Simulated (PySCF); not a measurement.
C3H5O, SMILES OC(C)=[CH], multiplicity 2.

Geometry: B3LYP-D3(BJ)/def2-SVP. The isomer is the one that the SMILES or the coordinates give; other isomers of the formula were not compared. One conformer was computed; it need not be the lowest.

Computed with PySCF with SMD-ωB97X/6-31G*.

Solvation free energies are E(SMD) − E(gas) at the gas-phase geometry, for 1 M in both phases. In vacuum the dipole moment is 0.96 D.

Task: Rank water, methanol, 1-octanol by solvation free energy, most negative first.

Result: methanol (-5.1 kcal/mol), 1-octanol (-4.2 kcal/mol), water (-3.4 kcal/mol)
